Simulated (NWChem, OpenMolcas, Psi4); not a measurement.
How basis sets differ on GeSiH5Cl (SMILES Cl[SiH2][GeH3])

GeSiH5Cl has 8 atoms, charge 0, and is taken as a singlet. SMILES: `Cl[SiH2][GeH3]`. Geometry: relaxed at PBE0-D4/def2-TZVP.

Quantity: the dipole moment, in D. The values are calculated.

| level | kind | program | value (D) | CPU time |
| --- | --- | --- | --- | --- |
| HF/ANO-R0 (sfX2C) | Hartree–Fock | OpenMolcas | 0.29 | 7.5 s |
| HF/ANO-S-MB | Hartree–Fock | OpenMolcas | 1.93 | 4 s |
| HF/STO-3G | Hartree–Fock | NWChem | 2.98 | 7.9 s |
| HF/3-21G | Hartree–Fock | NWChem | 2.94 | 8 s |
| HF/cc-pVDZ | Hartree–Fock | OpenMolcas | 1.64 | 13 s |
| HF/def2-SVP (density fitting) | Hartree–Fock | Psi4 | 1.56 | 4.3 s |

All-electron rows without a relativistic Hamiltonian named are non-relativistic. The values span 0.29 to 2.98 D. Magnitudes only. Sets without polarisation functions give poor dipoles. CPU times are rough (shared hosts, several kinds of processor and program).
